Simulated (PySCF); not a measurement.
# MoF₂ + H₂O → HMo(OH) + F₂

Level: PBE0 in the def2-TZVP basis family, computed in PySCF with density fitting; scalar-relativistic core potentials for atoms from Rb on, none lighter, no spin–orbit coupling; open shells unrestricted.

```json
{"species": "MoF₂", "state and structure": "quintet, C2v, Mo–F 1.868 Å (×2); F–Mo–F 134.2°", "E (Eh)": "-267.81612", "ZPE (kJ/mol)": "8.8", "H(298 K) − H(0) (kJ/mol)": "12.3", "S° (J/(mol K))": "292.0"}
{"species": "H₂O", "state and structure": "singlet, C2v, O–H 0.960 Å (×2); H–O–H 105.1°", "E (Eh)": "-76.37736", "ZPE (kJ/mol)": "56.5", "H(298 K) − H(0) (kJ/mol)": "9.9", "S° (J/(mol K))": "188.7"}
{"species": "HMo(OH)", "state and structure": "quintet, C1, Mo–H 1.721 Å, Mo–O 1.892 Å, O–H 0.962 Å; H–Mo–O 119.3°, H–O–Mo 121.0°", "E (Eh)": "-144.52109", "ZPE (kJ/mol)": "46.8", "H(298 K) − H(0) (kJ/mol)": "12.3", "S° (J/(mol K))": "279.4"}
{"species": "F₂", "state and structure": "singlet, D∞h, F–F 1.376 Å", "E (Eh)": "-199.40856", "ZPE (kJ/mol)": "6.6", "H(298 K) − H(0) (kJ/mol)": "8.7", "S° (J/(mol K))": "201.9"}
```

(1) What is the electronic reaction energy?

(2) Add zero-point, thermal and entropy terms for 298.15 K and 1 bar.

Results:

(1) At PBE0/def2-TZVP, ΔE = 692.7 kJ/mol from the differences of the total energies times 2625.5, uphill. 

(2) ΔZPE = -11.9 and Δ[H(298) − H(0)] = -1.2 kJ/mol give ΔH° = 679.6 kJ/mol. ΔS° = 0.6 J/(mol K), so ΔG° = 679.6 − 298.15 × (0.0006) = 679 kJ/mol.

Open d or f shells are single determinants, so the state found may not be the ground state. Only the bonding shown was studied: isomers, or loss of a ligand pair, can lie lower.
